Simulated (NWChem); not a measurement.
# thionyl fluoride (SOF2); SMILES S(F)(F)=O

```xyz
4

O     -0.3635    -1.3833     0.0000
S      0.4072    -0.1703     0.0000
F     -0.2004     0.7662     1.1690
F     -0.2004     0.7662    -1.1690
```
Atoms are numbered in this order, from 1.

All runs: NWChem. Medium grid unless said otherwise, to which SCAN and Minnesota functionals are sensitive. Geometry: optimised at PBE0/def2-SVP. B3LYP is NWChem's, with the RPA form of VWN correlation. Total energies of different functionals are on different scales.

```json
[
 {"level": "B3LYP/def2-SVP", "energy (Ha)": "-672.7171", "highest occupied level (eV)": "-9.26", "orbital gap (eV)": "7.85", "dipole (D)": "1.85"},
 {"level": "PBE/def2-SVP", "energy (Ha)": "-672.2923", "highest occupied level (eV)": "-7.88", "orbital gap (eV)": "5.78", "dipole (D)": "1.61"},
 {"level": "MN15-L/def2-SVP", "energy (Ha)": "-672.3606", "highest occupied level (eV)": "-8.66", "orbital gap (eV)": "6.80", "dipole (D)": "1.72"},
 {"level": "PW6B95/def2-SVP", "energy (Ha)": "-673.3115", "highest occupied level (eV)": "-9.73", "orbital gap (eV)": "8.56", "dipole (D)": "1.88"},
 {"level": "BHandHLYP/def2-SVP", "energy (Ha)": "-672.5764", "highest occupied level (eV)": "-11.15", "orbital gap (eV)": "11.03", "dipole (D)": "2.11"},
 {"level": "Hartree-Fock/def2-SVP", "energy (Ha)": "-670.8318", "highest occupied level (eV)": "-13.70", "orbital gap (eV)": "16.50", "dipole (D)": "2.44"},
 {"level": "PW91/def2-SVP", "energy (Ha)": "-672.6377", "highest occupied level (eV)": "-7.94", "orbital gap (eV)": "5.78", "dipole (D)": "1.63"},
 {"level": "BLYP/def2-SVP", "energy (Ha)": "-672.6935", "highest occupied level (eV)": "-7.70", "orbital gap (eV)": "5.79", "dipole (D)": "1.66"},
 {"level": "r2SCAN0/def2-SVP", "energy (Ha)": "-672.5104", "highest occupied level (eV)": "-9.92", "orbital gap (eV)": "8.69", "dipole (D)": "1.92"},
 {"level": "TPSSh/def2-SVP", "energy (Ha)": "-672.7148", "highest occupied level (eV)": "-8.71", "orbital gap (eV)": "6.98", "dipole (D)": "1.74"}
]
```
